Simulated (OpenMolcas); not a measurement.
Au6+ in a point-charge field

Au6+ among 4 point charges of -1.5 e arranged as a square (D4h), 2.41 Å from the ion.
```
   2.4100    0.0000    0.0000  -1.50
   0.0000    2.4100    0.0000  -1.50
  -2.4100    0.0000    0.0000  -1.50
   0.0000   -2.4100    0.0000  -1.50
```

```yaml
Program: OpenMolcas
Method: CASSCF
Basis: ANO-RCC-VDZP [7s6p4d2f]
Scalar_Hamiltonian: DKH2, point nucleus
Active_space: 5 electrons in 5 orbitals (5d)
State_averaging: 2S+1 = 6 even, 1 root; 2S+1 = 4 even, 24 roots; 2S+1 = 2 even, 75 roots
Spin-orbit_coupling: RASSI with atomic mean-field integrals over the reference wave functions
```

The lowest spin-free states (labels of D4, the rotations of D4h), above the lowest:

```json
{"State": "6A1", "Degeneracy": "1", "E (cm-1)": "0.0", "Free-ion L (%)": "S (100)"}
{"State": "4E", "Degeneracy": "2", "E (cm-1)": "30435", "Free-ion L (%)": "G (91)"}
{"State": "4B1", "Degeneracy": "1", "E (cm-1)": "30667", "Free-ion L (%)": "G (90)"}
{"State": "4B2", "Degeneracy": "1", "E (cm-1)": "31211", "Free-ion L (%)": "G (95)"}
{"State": "4A2", "Degeneracy": "1", "E (cm-1)": "31635", "Free-ion L (%)": "G (94)"}
{"State": "4E", "Degeneracy": "2", "E (cm-1)": "31756", "Free-ion L (%)": "G (96)"}
{"State": "4A1", "Degeneracy": "1", "E (cm-1)": "32021", "Free-ion L (%)": "G (100)"}
{"State": "4A1", "Degeneracy": "1", "E (cm-1)": "32115", "Free-ion L (%)": "G (100)"}
{"State": "4E", "Degeneracy": "2", "E (cm-1)": "34402", "Free-ion L (%)": "P (51)"}
{"State": "4B1", "Degeneracy": "1", "E (cm-1)": "37731", "Free-ion L (%)": "D (86)"}
{"State": "4A2", "Degeneracy": "1", "E (cm-1)": "37977", "Free-ion L (%)": "P (94)"}
{"State": "4B2", "Degeneracy": "1", "E (cm-1)": "38225", "Free-ion L (%)": "D (91)"}
{"State": "4A1", "Degeneracy": "1", "E (cm-1)": "39065", "Free-ion L (%)": "D (100)"}
{"State": "4E", "Degeneracy": "2", "E (cm-1)": "41547", "Free-ion L (%)": "D (49)"}
{"State": "2B2", "Degeneracy": "1", "E (cm-1)": "44950", "Free-ion L (%)": "I (93)"}
{"State": "2E", "Degeneracy": "2", "E (cm-1)": "45018", "Free-ion L (%)": "I (93)"}
{"State": "2A1", "Degeneracy": "1", "E (cm-1)": "45167", "Free-ion L (%)": "I (95)"}
{"State": "2A2", "Degeneracy": "1", "E (cm-1)": "45323", "Free-ion L (%)": "I (93)"}
{"State": "2E", "Degeneracy": "2", "E (cm-1)": "45420", "Free-ion L (%)": "I (97)"}
{"State": "2B1", "Degeneracy": "1", "E (cm-1)": "45442", "Free-ion L (%)": "I (97)"}
```

The lowest levels with spin-orbit coupling:

```
E (cm-1)  Degeneracy  Label      2S+1                g
     0.0           2   E1/2  6 (77 %)   1.89 5.67 5.67
   217.1           2   E3/2  6 (78 %)   0.54 0.54 5.63
   614.7           2   E3/2  6 (81 %)   0.55 0.55 9.50
   19994           2   E1/2  4 (54 %)   0.93 3.34 3.34
   21338           2   E3/2  4 (54 %)   0.71 0.71 2.54
   24857           2   E3/2  4 (54 %)   0.68 0.68 4.49
   27435           2   E1/2  4 (90 %)   1.37 3.90 3.90
   28953           2   E3/2  4 (85 %)   2.14 2.57 2.57
   29776           2   E3/2  4 (84 %)   2.36 2.36 3.96
   30917           2   E1/2  4 (79 %)   0.55 0.55 4.13
   31195           2   E1/2  4 (83 %)   1.16 2.12 2.12
   31936           2   E3/2  4 (74 %)   1.17 4.84 4.84
   31993           2   E1/2  4 (73 %)  0.21 0.21 10.03
   31996           2   E3/2  4 (73 %)   1.20 5.24 5.24
   32474           2   E1/2  4 (73 %)   0.64 3.60 3.60
   32560           2   E3/2  4 (77 %)   0.04 0.04 7.21
   32787           2   E1/2  4 (77 %)   0.04 0.04 6.45
   33085           2   E1/2  4 (80 %)   0.38 0.38 0.94
   33497           2   E3/2  4 (76 %)   0.08 0.08 9.52
   34410           2   E1/2  4 (86 %)   0.89 4.19 4.19
```

Powder χT (cm3 K/mol): 2.14 at 2 K, 2.24 at 10 K, 2.69 at 50 K, 3.14 at 100 K, 3.55 at 200 K, 3.71 at 300 K. The effective moment at 300 K is 2.828 √(χT) = 5.45 μB.

Without dynamic correlation the repulsion within the d shell is too large (B by tens of per cent), so at a given field states of lower spin stand too high. Point charges give a weaker field than real ligands, and real ions of this kind are as a rule low spin; the high spin found here belongs to the model. This is an electrostatic model: the charges have no orbitals. No measured value stands beside these numbers.
